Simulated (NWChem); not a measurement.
**Basis-set dependence for sulfur difluoride (F₂S)**

```xyz
3

F      1.2275     0.0000    -0.4916
S      0.0000     0.0000     0.5530
F     -1.2275     0.0000    -0.4916
```
Charge 0, spin multiplicity 1.

The numbers come from NWChem runs, not from measurements. The geometry was optimised at PBE0/def2-SVP, a minimum by its harmonic frequencies.

Hartree-Fock energies in Ha, correlation energies in mHa.

The correlated methods keep 7 core orbitals frozen. The Pople sets run with spherical d functions. Coupled-cluster values serve here as a point of comparison, not as the truth.

| basis | functions | RHF | MP2 | SCS-MP2 | RI-MP2 | CCSD | CCSD+T(CCSD) | CCSD(T) | CR-CCSD[T] | CR-CCSD(T) |
|---|---|---|---|---|---|---|---|---|---|---|
| cc-pVDZ | 46 | -596.33333 | -502.9 | -487.3 | -503.0 | -518.6 | -531.0 | -529.7 | -528.5 | -527.5 |
| 6-311G** | 62 | -596.37914 | -539.8 | -523.9 | not run | -551.4 | -567.5 | -566.2 | -564.3 | -563.3 |
| cc-pVTZ | 94 | -596.43668 | -675.6 | -660.1 | -675.6 | -687.6 | -713.6 | -712.0 | -707.9 | -706.7 |
| cc-pVQZ | 169 | -596.46211 | -739.3 | -728.0 | -739.3 | not run | not run | not run | not run | not run |

From cc-pVTZ to cc-pVQZ the Hartree-Fock energy moves by -25.4 mHa and the MP2 correlation energy by -63.8 mHa, which is 9 % of its value in the larger set.
